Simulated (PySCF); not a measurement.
CH₃S, SMILES S[CH2], multiplicity 2. Atoms are numbered in the order given.

```xyz
5

C     -0.0223    -1.1271     0.0000
S      0.0890     0.5765     0.0000
H      0.9066    -1.6763     0.0000
H     -0.9717    -1.6375     0.0000
H     -1.2244     0.8516     0.0000
```
Charge 0, spin multiplicity 2.

The structure is a stationary point at PBE0-D3(BJ)/def2-TZVP. The isomer is the one that the SMILES or the coordinates give; other isomers of the formula were not compared.

The numbers are results of TDA-ωB97X/def2-TZVPD (PySCF 2.14.0), not measurements.

Vertical excitations. Gas-phase values at a fixed geometry.

| state | energy (eV) | λ (nm) | f | main pairs |
|---|---|---|---|---|
| root 1 | 3.75 | 331 | 0.000 | α HOMO→LUMO+1 52 %, α HOMO→LUMO 26 %, α HOMO→LUMO+4 11 % |
| root 2 | 4.83 | 257 | 0.006 | α HOMO→LUMO 46 %, α HOMO→LUMO+1 19 %, α HOMO→LUMO+5 11 %, α HOMO→LUMO+6 7 % |
| root 3 | 5.29 | 235 | 0.108 | α HOMO→LUMO+3 7 %, β HOMO→LUMO 87 % |
| root 4 | 5.46 | 227 | 0.000 | α HOMO→LUMO+4 41 %, α HOMO→LUMO+2 27 %, α HOMO→LUMO+5 15 %, α HOMO→LUMO 8 % |
| root 5 | 5.83 | 213 | 0.001 | α HOMO→LUMO+2 59 %, α HOMO→LUMO+4 24 % |
| root 6 | 6.03 | 205 | 0.004 | α HOMO→LUMO+3 90 %, β HOMO→LUMO 7 % |
| root 7 | 6.37 | 195 | 0.002 | β HOMO−1→LUMO 83 % |
| root 8 | 6.57 | 189 | 0.002 | β HOMO→LUMO+1 41 %, β HOMO→LUMO+2 24 %, β HOMO→LUMO+5 15 % |
| root 9 | 6.67 | 186 | 0.027 | α HOMO→LUMO+7 39 %, α HOMO→LUMO+6 19 %, α HOMO→LUMO+1 9 %, β HOMO−1→LUMO 11 % |
| root 10 | 6.87 | 180 | 0.002 | α HOMO→LUMO+5 58 % |
Unrestricted roots are not spin-pure.
